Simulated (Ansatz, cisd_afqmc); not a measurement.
System: Se, charge -1, doublet.

Total energies in aug-cc-pVDZ, 7 correlated electrons, 14 frozen orbitals. Radicals and triplets start from unrestricted determinants; spin-orbit coupling is neglected. Correlated methods leave the cores frozen (noble-gas shells, and filled d and f shells in the p block). No relativity. AFQMC/CISD: phaseless, guided by CISD from CCSD amplitudes; bars are statistical, one sigma. Outlying blocks are dropped, and bars are widened where a walk drifts. Over all cases where full CI ran beside it in this data, AFQMC minus full CI had a median of +0.1 mEh and passed +0.4 mEh in a tenth of the cases.

```
method         program          energy (Eh)  minus CCSDTQ (mEh)
----------  ----------  -------------------  ------------------
HF              Ansatz          -2399.83672              122.96
MP2             Ansatz          -2399.94011               19.58
CCSD            Ansatz          -2399.95574                3.95
CCSD(T)         Ansatz          -2399.95889                0.79
CCSDT(Q)        Ansatz          -2399.95968                0.01
CCSDTQ          Ansatz          -2399.95968                0.00
AFQMC/CISD  cisd_afqmc  -2399.9595 ± 0.0002           0.2 ± 0.2
```

Ansatz is a first-principles code.
